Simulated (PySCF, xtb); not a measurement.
silyloxysilylformaldehyde (CH₆O₂Si₂), SMILES O=C[SiH2]O[SiH3].

GFN2-xTB run with xtb 6.7.1 at its own geometry gives an orbital gap of 2.42 eV and a dipole moment of 3.21 D.

Geometry optimised at B3LYP-D3(BJ)/def2-SVP. One conformer was computed; it need not be the lowest.

Q: What does r2SCAN/def2-TZVP (PySCF) give? (The exact figures need the calculation; the answer reports its results.)

A: gap 3.22 eV (levels -5.95 and -2.73 eV), dipole 2.33 D.
